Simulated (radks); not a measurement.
The tin anion Sn4-, [Xe], held by a Watson sphere: a shell of charge +4.02 at radius R that stands for the Madelung well of a crystal (potential energy -4.02/R inside, -4.02/r outside, in hartree with lengths in bohr). Method: scalar-relativistic Kohn-Sham, PBEsol, spin-unpolarised, spherical densities, point nucleus; computed with a radial shooting solver on a logarithmic mesh with Libxc functionals. Response by self-consistent Sternheimer equations with the Hartree and adiabatic LDA kernel, the relativistic mass of each level held fixed and spin-orbit coupling left out. The sphere does not respond.

R (bohr)  e(4d) (eV)  e(5s) (eV)  e(5p) (eV)  <r> 5p (bohr)  sum of <r^2> (bohr^2)  X-ray form factor at sin(theta)/lambda = 0.3 1/angstrom  alpha (bohr^3)
2.92         -25.319     -12.923      -6.485          3.066                  102.1                                                   34.534           67.82
3.13         -24.789     -12.282      -6.141          3.178                  107.5                                                   34.592           78.48
3.18         -24.683     -12.140      -6.061          3.205                  108.8                                                   34.605           81.27
3.28         -24.493     -11.865      -5.902          3.260                  111.5                                                   34.629           87.15
4.15         -23.558     -10.021      -4.684          3.743                  136.9                                                   34.750           159.2
